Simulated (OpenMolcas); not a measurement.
# SiNH3ClO (SMILES [NH][SiH](O)Cl): the dipole moment, rung by rung

The species is SiNH3ClO (7 atoms), meant as a doublet with charge 0. As SMILES, `[NH][SiH](O)Cl`. Geometry: relaxed at PBE0-D4/def2-TZVP. This is one conformer, not always the lowest.

```xyz
7

N    -0.3099    1.1115   -0.8791
Si   -0.0739   -0.1143    0.3304
O     1.4656   -0.6303    0.3048
Cl   -1.3900   -1.5939   -0.2210
H    -1.1515    1.6773   -0.7563
H    -0.3486    0.2802    1.7247
H     1.8696   -0.7984   -0.5492
```

Each level gives the dipole moment (D). The values are calculated.

| level | kind | program | value (D) | CPU time |
| --- | --- | --- | --- | --- |
| UHF/def2-SVP | Hartree–Fock | OpenMolcas | 1.28 | 13 s |
| USVWN5/def2-SVP | LDA | OpenMolcas | 0.73 | 35 s |
| U-revPBE/def2-SVP | GGA | OpenMolcas | 0.83 | 53 s |
| UPBE/def2-SVP | GGA | OpenMolcas | 0.81 | 57 s |
| U-r2SCAN/def2-SVP | meta-GGA | OpenMolcas | 0.99 | 70 s |
| UM06-L/def2-SVP | meta-GGA | OpenMolcas | 1.05 | 67 s |
| UBHLYP/def2-SVP | global hybrid | OpenMolcas | 1.12 | 60 s |
| UPBE0/def2-SVP | global hybrid | OpenMolcas | 1.04 | 54 s |

The values span 0.73 to 1.28 D. Magnitudes only. CPU times are rough (shared hosts, several kinds of processor): they show what a rung costs within a factor of a few.
